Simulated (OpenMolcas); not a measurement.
# 3s² 3p³ along the 15-electron sequence

```json
{
  "Program": "OpenMolcas",
  "Method": "SS-CASPT2, IPEA 0.25 Eh, imaginary shift 0.1 Eh",
  "Basis": "ANO-R3",
  "Scalar Hamiltonian": "X2C, finite nucleus",
  "Spin-orbit coupling": "RASSI with atomic mean-field integrals over the reference wave functions, term energies averaged over their components"
}
```

Active space for each ion: 3 electrons in 3 orbitals (3p); closed shells correlated by CASPT2: 2s 2p 3s.

Computed levels in cm-1 above ⁴S°_3/2:

```
                                Level      P     S+   Ar3+
                              ²D°_3/2  11730  15080  21410
                              ²D°_5/2  11740  15100  21520
                              ²P°_1/2  19850  25620  36330
                              ²P°_3/2  19860  25650  36470
weight of ⁴S° in the lowest level (%)    100    100    100
```

Measured, with the error of the calculation in %. Measured levels: P, S+ from NIST Handbook of Basic Atomic Spectroscopic Data; Ar3+ from Saloman, J. Phys. Chem. Ref. Data 39, 033101 (2010).

| Level | P | S+ | Ar3+ |
| --- | --- | --- | --- |
| ²D°_3/2 | 11361 (+3.3) | 14853 (+1.5) | 21091 (+1.5) |
| ²D°_5/2 | 11377 (+3.2) | 14885 (+1.5) | 21220 (+1.4) |
| ²P°_1/2 | 18723 (+6.0) | 24525 (+4.5) | 34855 (+4.2) |
| ²P°_3/2 | 18748 (+5.9) | 24572 (+4.4) | 35032 (+4.1) |

²D°_3/2 changes by a factor of 1.83 over the same range, with steps per unit of Z of +3350, +3160 cm-1.

CASPT2 does not keep the components of a term degenerate, so their means are used; among the terms shown or strongly mixed into the levels shown the widest spread is 230 cm-1 (3s² 3p³ ²P°, S+). With the s shell closed, the reference lacks s² → p² mixing. Computed and measured levels are paired by configuration, term and J; levels that our copy of the source lacks, or whose pairing is in doubt (as where it misses far off the trend of its configuration), stay unpaired and out of the deviations. Only configurations of the active space appear.

° marks odd parity.
